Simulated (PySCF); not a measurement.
Compound: 2,4-dimethyl-2-pentene, C₇H₁₄.
Cartesian coordinates in Å at the PBE0-D3(BJ)/def2-SVP level; atoms count from 1:
```xyz
21
C7H14 angstrom
C      2.4198   -0.8888    0.7457
C      1.2747   -0.1058    0.1720
C      1.6794    1.1421   -0.5555
C      0.0083   -0.5257    0.3232
C     -1.2578    0.1110   -0.1709
C     -1.9946   -0.8315   -1.1231
C     -2.1503    0.5097    1.0050
H      3.0019   -0.2764    1.4563
H      3.1238   -1.1982   -0.0465
H      2.0776   -1.7914    1.2714
H      2.3625    0.9012   -1.3881
H      0.8292    1.7007   -0.9671
H      2.2363    1.8180    0.1160
H     -0.1456   -1.4595    0.8832
H     -1.0081    1.0279   -0.7301
H     -2.9270   -0.3758   -1.4931
H     -2.2628   -1.7720   -0.6133
H     -1.3699   -1.0896   -1.9914
H     -1.6374    1.2186    1.6724
H     -2.4255   -0.3740    1.6047
H     -3.0839    0.9790    0.6556
```

Jobs on this species (21 atoms, 56 electrons) with PySCF (density fitting). Hardware of each: one thread, Arm Neoverse V1, no GPU, shared host. The host was shared with other jobs, so the times are rough.

Question: Rank these jobs by wall time, shortest first.
A. PBE0/pcSseg-1; shieldings, charges and field gradients; 189 basis functions
B. PBE0-D3(BJ)/def2-SVP, grid level 1; geometry optimisation from a GFN2-xTB start; 168 basis functions
C. B3LYP/pcJ-1; spin–spin couplings from 21 perturbed nuclei, spin–dipole term left out; 329 basis functions

Answer: A (31 s), B (96 s), C (2.8 min).

All jobs:

| level and settings | work | basis functions | SCF cycles | wall time |
| --- | --- | --- | --- | --- |
| PBE0/pcSseg-1 | shieldings, charges and field gradients | 189 | 12 | 31 s |
| PBE0-D3(BJ)/def2-SVP, grid level 1 | geometry optimisation from a GFN2-xTB start | 168 | 37 | 96 s |
| wB97X-D/def2-SVPD | 10 singlets by full TDDFT, 4 Tamm–Dancoff triplets, polarisability, ΔSCF ions | 252 | 12 | 2.2 min |
| B3LYP/pcJ-1 | spin–spin couplings from 21 perturbed nuclei, spin–dipole term left out | 329 | 14 | 2.8 min |

Question: What do all jobs in the table cost together?

Answer: About 7.1 min; the longest takes about 39 % of that, and about 5.4 times as long as the shortest.
